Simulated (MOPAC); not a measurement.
MOPAC input (PM6):

```
PM6 1SCF UHF MS=0.5 GEO-OK AUX(PRECISION=9) THREADS=1
CH5BNO2

C     1.90359200 1    0.42503800 1   -0.27328600 1
N     0.69711300 1    0.61282000 1    0.45872700 1
B    -0.50893500 1   -0.09882300 1    0.10302800 1
O    -0.47964900 1   -1.45848400 1   -0.04558300 1
O    -1.70198500 1    0.56803100 1   -0.02987900 1
H     2.76544700 1    0.85238400 1    0.24244700 1
H     2.08366700 1   -0.64140500 1   -0.47253200 1
H     1.82991600 1    0.89857700 1   -1.26527000 1
H    -1.35794400 1   -1.83759200 1   -0.16022300 1
H    -1.62467900 1    1.50580600 1    0.17276600 1
```

From the output:

```
                                                       MOPAC v23.2.5 Linux

          FINAL HEAT OF FORMATION =       -128.24964 KCAL/MOL =    -536.59649 KJ/MOL

          COSMO AREA              =        109.33 SQUARE ANGSTROMS
          COSMO VOLUME            =         92.11 CUBIC ANGSTROMS

          IONIZATION POTENTIAL    =          9.595904 EV
          ALPHA SOMO LUMO (EV)    =        -10.524  1.400
          BETA  SOMO LUMO (EV)    =         -9.596 -0.457
          NO. OF ALPHA ELECTRONS  =         15
          NO. OF BETA  ELECTRONS  =         14
          MOLECULAR WEIGHT        =         73.8660         POINT GROUP:  C1

          MOLECULAR DIMENSIONS (Angstroms)

            Atom       Atom       Distance
            H     9    H     6     4.93968
            H    10    H     7     3.90746
            N     2    H     8     1.69217

          SCF CALCULATIONS        =          1

   ATOM   CHEMICAL          X               Y               Z
  NUMBER   SYMBOL      (ANGSTROMS)     (ANGSTROMS)     (ANGSTROMS)

     1       C          1.90359200  *   0.42503800  *  -0.27328600  *
     2       N          0.69711300  *   0.61282000  *   0.45872700  *
     3       B         -0.50893500  *  -0.09882300  *   0.10302800  *
     4       O         -0.47964900  *  -1.45848400  *  -0.04558300  *
     5       O         -1.70198500  *   0.56803100  *  -0.02987900  *
     6       H          2.76544700  *   0.85238400  *   0.24244700  *
     7       H          2.08366700  *  -0.64140500  *  -0.47253200  *
     8       H          1.82991600  *   0.89857700  *  -1.26527000  *
     9       H         -1.35794400  *  -1.83759200  *  -0.16022300  *
    10       H         -1.62467900  *   1.50580600  *   0.17276600  *

                             CARTESIAN COORDINATES

   1    C        1.903592000     0.425038000    -0.273286000
   2    N        0.697113000     0.612820000     0.458727000
   3    B       -0.508935000    -0.098823000     0.103028000
   4    O       -0.479649000    -1.458484000    -0.045583000
   5    O       -1.701985000     0.568031000    -0.029879000
   6    H        2.765447000     0.852384000     0.242447000
   7    H        2.083667000    -0.641405000    -0.472532000
   8    H        1.829916000     0.898577000    -1.265270000
   9    H       -1.357944000    -1.837592000    -0.160223000
  10    H       -1.624679000     1.505806000     0.172766000

           Empirical Formula: C H5 N O2 B  =    10 atoms

      MOLECULAR POINT GROUP   :   C1

          ALPHA EIGENVALUES
 -30.53233 -30.47185 -30.08499 -23.51357 -19.93783 -19.07852 -16.74067 -15.65863
 -15.11144 -14.12544 -13.85806 -13.14144 -12.24361 -10.95634 -10.52434   1.39971
   1.62776   3.27154   3.66130   4.53504   4.97900   5.26562   5.37738   5.68808
   6.04236

           BETA EIGENVALUES
 -30.43592 -30.36355 -28.83459 -22.70496 -19.80697 -18.86772 -16.37258 -15.07987
 -14.64189 -14.00123 -13.76039 -12.90556 -12.11378  -9.59590  -0.45658   1.69745
   1.92253   3.71198   3.90326   4.81720   5.18639   5.34322   5.49801   5.76898
   6.18939

              NET ATOMIC CHARGES AND DIPOLE CONTRIBUTIONS

  ATOM NO.   TYPE          CHARGE      No. of ELECS.   s-Pop       p-Pop
    1          C          -0.328007        4.3280     1.07563     3.25237
    2          N          -0.291028        5.2910     1.71733     3.57370
    3          B           0.473826        2.5262     0.86741     1.65877
    4          O          -0.511808        6.5118     1.73292     4.77889
    5          O          -0.540307        6.5403     1.73177     4.80854
    6          H           0.168993        0.8310     0.83101
    7          H           0.172119        0.8279     0.82788
    8          H           0.166378        0.8336     0.83362
    9          H           0.340030        0.6600     0.65997
   10          H           0.349804        0.6502     0.65020
 DIPOLE           X         Y         Z       TOTAL
 POINT-CHG.     0.946     0.769    -0.963     1.554
 HYBRID        -0.499    -0.378    -0.559     0.839
 SUM            0.448     0.391    -1.522     1.634

          ATOMIC ORBITAL ELECTRON POPULATIONS

     Atom    s        px        py        pz
    1  C   1.07563   0.99994   1.15856   1.09387
    2  N   1.71733   1.07967   1.17816   1.31586
    3  B   0.86741   0.64323   0.61129   0.40424
    4  O   1.73292   1.50017   1.45429   1.82442
    5  O   1.73177   1.59508   1.39210   1.82136
    6  H   0.83101
    7  H   0.82788
    8  H   0.83362
    9  H   0.65997
   10  H   0.65020

                    (SZ)    =    0.500000
                    (S**2)  =    0.759846

          ATOMIC ORBITAL SPIN POPULATIONS

    Atom   Total    s     px     py     pz
         Atomic
    1  C -0.0651 -0.009 -0.028 -0.004 -0.024
    2  N  1.0005  0.031  0.106  0.561  0.303
    3  B -0.0684 -0.026 -0.026 -0.012 -0.005
    4  O  0.0247  0.002  0.002  0.006  0.014
    5  O  0.0219  0.002  0.014  0.002  0.004
    6  H  0.0044  0.004
    7  H  0.0357  0.036
    8  H  0.0508  0.051
    9  H -0.0027 -0.003
   10  H -0.0020 -0.002

 **********************
 *                    *
 * JOB ENDED NORMALLY *
 *                    *
 **********************

 == MOPAC DONE ==
```

The geometry given is a B3LYP-D3(BJ)/def2-TZVP minimum.
